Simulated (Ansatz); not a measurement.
Molecule: sum formula SnOF (charge -1, singlet). 
Coordinates optimised at B3LYP-D3(BJ)/def2-TZVP (Ansatz, a first-principles code):
```
Sn
O 1 1.8793
F 1 2.0649 2 104.38
```
Charge -1, spin multiplicity 1.

Basis-set convergence of Hartree-Fock and MP2 correlation energies (hartree) with Ansatz. Cores are frozen in the correlated levels unless marked. No spin-orbit coupling. Frozen are the shells of the preceding noble gas and the d and f shells that filled before the atom's block. Past Kr the def2 sets carry scalar-relativistic core potentials.

The T1 diagnostic of CCSD in the largest basis is 0.027, which is high, so the coupled-cluster rows are less sure than usual.

```json
[
 {"basis": "def2-SVPD", "functions": "78", "E(HF)": "-387.56253", "E(corr, MP2)": "-0.51289"},
 {"basis": "def2-TZVPPD", "functions": "136", "E(HF)": "-387.78115", "E(corr, MP2)": "-0.62610"},
 {"basis": "def2-QZVPPD", "functions": "220", "E(HF)": "-387.79038", "E(corr, MP2)": "-0.67418"}
]
```

Extrapolating the two largest sets (X = 3 and 4) as X^-3: E(corr) = (64·(-0.67418) - 27·(-0.62610))/37 = -0.7093 Eh, an estimate of the basis-set limit. The largest set recovers 95.1 % of it, the smallest 72.3 %.
